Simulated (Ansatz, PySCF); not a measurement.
Species: C4H8N, net charge 0, doublet state. It need not be the lowest isomer of its formula. 
Structure (B3LYP-D3(BJ)/def2-TZVP (Ansatz, a quantum-chemistry and plane-wave program) minimum search):
```
C
H 1 1.0970
N 1 1.4541 2 113.95
H 3 1.0146 1 110.63 2 59.19
H 3 1.0146 4 106.99 1 120.57
C 1 1.5581 2 110.94 3 -131.15
H 6 1.0950 1 116.45 2 14.83
H 6 1.0976 7 107.92 1 -126.60
C 6 1.4968 7 117.49 8 -131.29
H 9 1.0809 6 132.80 7 59.07
C 9 1.4968 10 132.80 6 -172.49
H 11 1.0950 9 117.49 10 -59.07
H 11 1.0976 12 107.92 9 -131.29
```
Charge 0, spin multiplicity 2.

Wanted: atomisation energy (electronic, to ground-state atoms), in kJ/mol. Correlated levels leave the core frozen unless marked. Open shells are spin-unrestricted. No spin-orbit coupling. No relativistic terms. The coupled-cluster limit lacks core correlation, which all-electron functionals hold. CBS marks a two-point X^-3 extrapolation of the correlation energy; Hartree-Fock from the larger set. [CCSD(T)-MP2]/basis is that difference in the basis named.

```
level                                                     program  atomisation energy (kJ/mol)  minus last row
-------------------------------------------------  --------------  ---------------------------  --------------
HF-D3(BJ)/def2-TZVPD                                PySCF + dftd3                       3872.4         -1186.3
PBE/def2-TZVPD                                             Ansatz                       5193.4           134.7
PBE-D4/def2-TZVPD                                  Ansatz + dftd4                       5216.9           158.2
revPBE/def2-TZVPD                                          Ansatz                       5010.9           -47.8
PBE0-D4/def2-TZVPD                                 Ansatz + dftd4                       5131.9            73.2
PBE0/def2-TZVP                                             Ansatz                       5108.8            50.1
CAM-B3LYP-D4/def2-TZVPD                            Ansatz + dftd4                       5100.2            41.5
B2PLYP-D3(BJ)/def2-TZVPD                           Ansatz + dftd3                       5021.1           -37.6
PBE-QIDH/def2-TZVPD                                        Ansatz                       5048.8            -9.9
MP2/STO-3G                                                 Ansatz                       4956.9          -101.8
RI-MP2/cc-pVQZ                                             Ansatz                       5068.4             9.7
SCS-MP2/cc-pVTZ                                            Ansatz                       4972.3           -86.4
CCSD/STO-3G                                                Ansatz                       5045.1           -13.6
CCSD(T)/cc-pVDZ                                            Ansatz                       4667.6          -391.1
RI-MP2/CBS(cc-pVTZ,cc-pVQZ)+[CCSD(T)-MP2]/cc-pVTZ          Ansatz                       5058.7             0.0
```
